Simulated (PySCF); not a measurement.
A structure optimised at B3LYP-D3(BJ)/def2-SVP, used in a PySCF frequency run:

```xyz
6

In    -0.0021     0.6714     0.0000
Br    -0.0178    -1.8141     0.0000
O     -1.7353     1.6575     0.0000
H     -1.5780     2.6139     0.0000
O      1.7131     1.7017     0.0000
H      2.4806     1.1110     0.0000
```

Q: Write its SMILES, formula and point group.

A: [OH][In]([OH])[Br], BrH₂InO₂, Cs

Q: What are its rotational constants (standard atomic weights)?

A: 4.8662, 1.2246, 0.97842 GHz
